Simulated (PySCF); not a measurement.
1-fluorobuta-1,2-diene (C4H5F), SMILES FC=C=CC. Atoms are numbered in the order given.

```xyz
10

C     -2.1883    -0.8056    -0.2345
C     -1.2732     0.3442     0.0523
C      0.0197     0.2595     0.2531
C      1.3017     0.1648     0.4977
F      2.2413     0.2390    -0.4521
H     -1.6462    -1.7603    -0.2534
H     -2.6882    -0.6658    -1.2068
H     -2.9835    -0.8655     0.5265
H     -1.7349     1.3420     0.0920
H      1.7220     0.0207     1.4986
```

Geometry: PBE0-D3(BJ)/def2-SVP.

Level of theory: PBE0/def2-TZVP in PySCF.

Computed frontier levels, gap, dipole moment and polarisability:
| Quantity | Value |
|---|---|
| highest occupied level | -7.28 eV |
| lowest empty level | -0.33 eV |
| orbital gap | 6.95 eV |
| dipole moment | 2.07 D |
| quadrupole, principal values (traceless, Buckingham form, about the centre of nuclear charge) | -4.13, -0.58, 4.71 D·Å |
| mean static polarisability | 51.9 bohr³ (7.69 Å³) |
| polarisability, principal values | 36.4, 37.9, 81.3 bohr³ |
